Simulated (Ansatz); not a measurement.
Single points on Cu₂O⁺.

```yaml
crystal:
  periodic: [false, false, false]
  atoms:
    - {symbol: Cu, position_ang: [-1.129238, -0.987347, 0.671141]}
    - {symbol: Cu, position_ang: [1.396760, 0.774593, -0.386675]}
    - {symbol: O, position_ang: [-0.267522, 0.212744, -0.284466]}
basis:
  gaussian: {orbitals: def2-TZVP, initial_orbitals: start.molden}
total_charge: 1
magnetization: {spin_polarized: true, initial_magnetization: 1}
correlation: {method: mp2, frozen_orbitals: {Cu: 9, O: 1}}
scf: {omitted_lower_state_checks: [starts]}
output: {orbitals: {seedname: orbitals}}
```

The file start.molden holds the orbitals of an earlier run on this structure, at another level or in another basis.

```sh
$ ansatz run in.yaml --threads 4 --pin off --events-out ev --progress --plain --max-ram 3916MiB
```

Output, abridged:

```
Functional definition: HF
1146 factors; integrals over basis functions are off by at most 7.3e-4 eV
mean field evaluation 1: about -91224.7440 eV, gradient 2.3e1 eV
mean field evaluation 2: about -91226.6822 eV, gradient 4.3e0 eV
mean field evaluation 4: about -91226.7702 eV, gradient 1.9e-1 eV
mean field evaluation 8: about -91226.7708 eV, gradient 2.7e-6 eV
mean field -91226.77079667 eV, -3352.5219910515 hartree, gradient 2.7e-6 eV, S^2 0.762632; 0 other end points of the search recorded, 0 dependent functions left out
19 core orbitals not correlated: weight in the atoms' cores, before any rotation towards them, 1.000 or more for the frozen orbitals, at most 0.000 for the correlated occupied ones
reference -91226.77079667 eV, -3352.5219910515 hartree; 14, 13 occupied and 88, 89 virtual orbitals, 1146 factors
second order -27.65973256 eV of doubles, -0.00000000 eV of singles
Total energy: -91254.43052923 eV, -3353.5384674747 hartree
Checks for a lower state left out: starts
```

Run time 1.8 s (4 threads of Arm Neoverse V1 on a shared host).

First input, but with `hamiltonian: {xc: {name: PBE-QIDH}}`, `correlation: {frozen_orbitals: {Cu: 9, O: 1}}` and without the key `output` (abridged; 5.5 s):

```
Functional definition: PBE-QIDH
mean field -91279.53062339 eV, -3354.4608789216 hartree, gradient 3.2e-6 eV, S^2 0.761075
19 core orbitals not correlated: weight in the atoms' cores, before any rotation towards them, 1.000 or more for the frozen orbitals, at most 0.000 for the correlated occupied ones
second order -31.36978608 eV of doubles, -0.00000000 eV of singles
Total energy: -91289.98723217 eV, -3354.8451522065 hartree
Checks for a lower state left out: starts
```

The first input with `hamiltonian: {xc: r2scan, dispersion: d4}`, `output: {forces: true, orbitals: {seedname: orbitals}}` and without the key `correlation` (abridged; 6 s):

```
Functional definition: r2SCAN
mean field evaluation 16: about -91319.6773 eV, gradient 1.5e-6 eV
mean field -91319.67734131 eV, -3355.9362435925 hartree, gradient 1.5e-6 eV, S^2 0.760273
Total energy: -91319.68895034 eV, -3355.9366702165 hartree
Atom 0 force     0.007780     0.002363    -0.000216 eV/Å
Atom 1 force    -0.003676    -0.005627     0.004581 eV/Å
Atom 2 force    -0.004105     0.003264    -0.004365 eV/Å
Dipole moment:     0.271430    -0.215855     0.288622 e Å
Checks for a lower state left out: starts
```

The first input with `hamiltonian: {xc: {name: BHLYP}, dispersion: d4}` and without the key `correlation` (abridged; 7.5 s):

```
Functional definition: BHLYP
mean field -91317.12741501 eV, -3355.8425355296 hartree, gradient 4.0e-6 eV, S^2 0.760819
Total energy: -91317.22145851 eV, -3355.8459915646 hartree
Checks for a lower state left out: starts
```

Geometry: r2SCAN-D4/def2-TZVP.

Correlated methods freeze 19 core orbitals. The structure comes from a short search, and lower isomers may exist.
